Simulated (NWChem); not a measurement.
System meant: C2H3O2, doublet; SMILES CC([O])=O

Input file for NWChem:

```
start job
memory heap 200 mb stack 900 mb global 1100 mb
geometry units angstroms noautoz
  C      0.021342     1.338101    -0.007262
  C     -0.007608    -0.149090    -0.004866
  O     -1.046835    -0.833116     0.113317
  O      1.012740    -0.868180    -0.101224
  H      0.378018     1.689391     0.973002
  H     -0.984769     1.738092    -0.189655
  H      0.723849     1.696337    -0.772761
end
basis spherical
  C library def2-svp
  O library def2-svp
  H library def2-svp
end
dft
  odft
  mult 3
  xc pbe0
  iterations 150
  mulliken
end
task dft energy
```

End of the output:

```
 ==============================================================================
                                 internuclear angles
 ------------------------------------------------------------------------------
        center 1       |       center 2       |       center 3       |  degrees
 ------------------------------------------------------------------------------
    2 C                |   1 C                |   5 H                |   108.90
    2 C                |   1 C                |   6 H                |   110.28
    2 C                |   1 C                |   7 H                |   109.84
    5 H                |   1 C                |   6 H                |   109.18
    5 H                |   1 C                |   7 H                |   108.01
    6 H                |   1 C                |   7 H                |   110.57
    1 C                |   2 C                |   3 O                |   124.30
    1 C                |   2 C                |   4 O                |   123.94
    3 O                |   2 C                |   4 O                |   111.75
 ------------------------------------------------------------------------------
                            number of included internuclear angles:          9
 ==============================================================================

 Summary of "ao basis" -> "" (spherical)
 ------------------------------------------------------------------------------
       Tag                 Description            Shells   Functions and Types
 ---------------- ------------------------------  ------  ---------------------
 C                          def2-svp                 6       14   3s2p1d
 O                          def2-svp                 6       14   3s2p1d
 H                          def2-svp                 3        5   2s1p

                                 NWChem DFT Module
                                 -----------------

 Summary of "ao basis" -> "ao basis" (spherical)
 ------------------------------------------------------------------------------
       Tag                 Description            Shells   Functions and Types
 ---------------- ------------------------------  ------  ---------------------
 C                          def2-svp                 6       14   3s2p1d
 O                          def2-svp                 6       14   3s2p1d
 H                          def2-svp                 3        5   2s1p

  number of electrons :                   31
  multiplicity        :                    3
 ------------------------------------------------------------------------
  no. of electrons and multiplicity not compatible                  31
 ------------------------------------------------------------------------
 ------------------------------------------------------------------------
  current input line :
    24: task dft energy
 ------------------------------------------------------------------------
 ------------------------------------------------------------------------
 There is an error in the input file
 ------------------------------------------------------------------------
 For more information see the NWChem manual at https://nwchemgit.github.io

0: no. of electrons and multiplicity not compatible:Received an Error in Communication
```

Q: What is wrong, and how is it mended?

A: The input was rejected before any calculation. Cause: the multiplicity doesn't fit the number of electrons (an even count wants an odd multiplicity, and the reverse). This input runs:
```
start job
memory heap 200 mb stack 900 mb global 1100 mb
geometry units angstroms noautoz
  C      0.021342     1.338101    -0.007262
  C     -0.007608    -0.149090    -0.004866
  O     -1.046835    -0.833116     0.113317
  O      1.012740    -0.868180    -0.101224
  H      0.378018     1.689391     0.973002
  H     -0.984769     1.738092    -0.189655
  H      0.723849     1.696337    -0.772761
end
basis spherical
  * library def2-svp
end
dft
  odft
  mult 2
  xc pbe0
  iterations 150
  mulliken
end
task dft energy
```
It converges to -227.98800 Ha (PBE0/def2-SVP, spin-unrestricted).
